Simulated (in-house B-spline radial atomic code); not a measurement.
Relativistic effects in Xe3+, [Kr] 4d10 5s2 5p3: non-relativistic Hartree-Fock (point nucleus) against Dirac-Hartree-Fock (Fermi nucleus of rms radius 4.7859 fm), both averages of the configuration, computed with a radial B-spline atomic code at the basis-set limit.

| orbital | ε NR (Eh) | ε Dirac (Eh) | <r> NR (bohr) | <r> Dirac (bohr) | change of <r> (%) |
| --- | --- | --- | --- | --- | --- |
| 1s1/2 | -1225.6 | -1278.5 | 0.02814 | 0.02665 | -5.3 |
| 2s1/2 | -190.58 | -203.72 | 0.1209 | 0.114 | -5.7 |
| 2p1/2 | -179.02 | -190.93 | 0.1031 | 0.09631 | -6.6 |
| 2p3/2 | -179.02 | -178.96 | 0.1031 | 0.102 | -1.0 |
| 3s1/2 | -41.412 | -44.259 | 0.3187 | 0.3046 | -4.4 |
| 3p1/2 | -36.456 | ? | 0.3094 | ? | ? |
| 3p3/2 | -36.456 | -36.572 | 0.3094 | 0.3066 | -0.9 |
| 3d3/2 | -27.355 | -27.272 | 0.2803 | 0.2778 | -0.9 |
| 3d5/2 | -27.355 | -26.786 | 0.2803 | 0.2814 | +0.4 |
| 4s1/2 | -9.0793 | -9.6658 | 0.7446 | 0.7167 | -3.7 |
| 4p1/2 | -7.2265 | -7.6835 | 0.7771 | 0.7475 | -3.8 |
| 4p3/2 | -7.2265 | -7.2137 | 0.7771 | 0.7732 | -0.5 |
| 4d3/2 | -3.9955 | -3.9409 | 0.866 | 0.8649 | -0.1 |
| 4d5/2 | -3.9955 | ? | 0.866 | ? | ? |
| 5s1/2 | -1.9747 | -2.0619 | 1.839 | 1.774 | -3.5 |
| 5p1/2 | -1.5261 | -1.5796 | 2.05 | 1.983 | -3.3 |
| 5p3/2 | -1.5261 | -1.5167 | 2.05 | 2.047 | -0.1 |

(1) What happens to 4d5/2?

(2) What happens to 3p1/2?

(3) What explains the pattern of contraction and expansion?

(4) By how much does the total energy change?

Answers

(1) Its energy goes to -3.8633 hartree and <r> to 0.8755 bohr (+1.10 %).

(2) Its energy goes to -38.906 hartree and <r> to 0.2952 bohr (-4.59 %).

(3) Expansion is seen in 3d5/2, 4d5/2. The s and p1/2 orbitals contract directly, screen the nucleus better, and so push out orbitals that have little density near the nucleus; spin-orbit coupling adds to this for j = l + 1/2 and opposes it for j = l - 1/2.

(4) By -214.75 hartree, from -7229.817 to -7444.568.
